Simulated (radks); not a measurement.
These are the eigenvalues of the occupied orbitals of an atom or ion with whole-number occupations (hartree). Method: non-relativistic Kohn-Sham, PBE, spin-polarised, spherical densities, point nucleus; computed with a radial shooting solver on a logarithmic mesh with Libxc functionals.

orbital  eigenvalue
1s up     -541.7912
1s down   -541.7910
2s up     -71.38206
2s down   -71.38190
2p up     -64.81125
2p down   -64.81111
3s up     -10.54666
3s down   -10.54637
3p up      -8.17581
3p down    -8.17551
3d up      -3.90430
3d down    -3.90397
4s up      -1.13146
4s down    -1.12967
4p up      -0.58898
4p down    -0.58586
5s up      -0.08826

Which element is it, and in what charge state? The configuration may be excited. Open shells, if any, are filled with parallel spins first.

Answer. Z = 37, rubidium, charge 0: Rb in [Kr] 5s1. The list shows which subshells hold electrons but not how many an open one holds; the 1s level, -541.79 hartree, gives Z - s = 32.9 by -(Z - s)^2/2, which with screening narrows Z to a few neighbours, and the depths of the outer levels then fix element, charge and occupations together.
